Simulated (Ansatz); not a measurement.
# Worked example: CH2ClI + GeH3 → CH2I + GeH3Cl

Species: CH2ClI (chloroiodomethane) `ClCI`, singlet; GeH3 `[GeH3]`, doublet; CH2I `[CH2]I`, doublet; GeH3Cl (chlorogermane) `[Cl][GeH3]`, singlet. A radical takes Cl: the energy is the difference in strength between the C–Cl bond broken and the Ge–Cl bond made.

Shapes, held fixed at every level: PBE0-D4/def2-TZVP. Programs: Ansatz 0.2.0. The zero-point and thermal change to 298 K, harmonic and unscaled (PBE0-D4/def2-TZVP), is -4.6 kJ/mol.

At CCSD(T)/def2-TZVPP; 1 Eh = 2625.50 kJ/mol:

| species | energy (Eh) |
| --- | --- |
| CH2ClI | -796.094860 |
| GeH3 | -2077.343756 |
| CH2I | -336.304731 |
| GeH3Cl | -2537.162724 |

Work out ΔH(298 K) of the reaction at this level.


1. Products less reactants: (-336.304731) + (-2537.162724) − [(-796.094860) + (-2077.343756)] = -0.028839 Eh = -75.7 kJ/mol.
2. With the thermal change: -75.7 + (-4.6) = -80.3 kJ/mol.

Other levels give -82.3 (wB97X-V/def2-TZVPP) to -67.7 kJ/mol (PBE-D4/def2-TZVPP). No measured value is set beside it here. Open shells run unrestricted. For atoms past krypton def2 sets carry core potentials with scalar relativity. Relativity is left out for Ge. Outer-core shells of Ge, I are correlated, in sets that cover them unevenly.
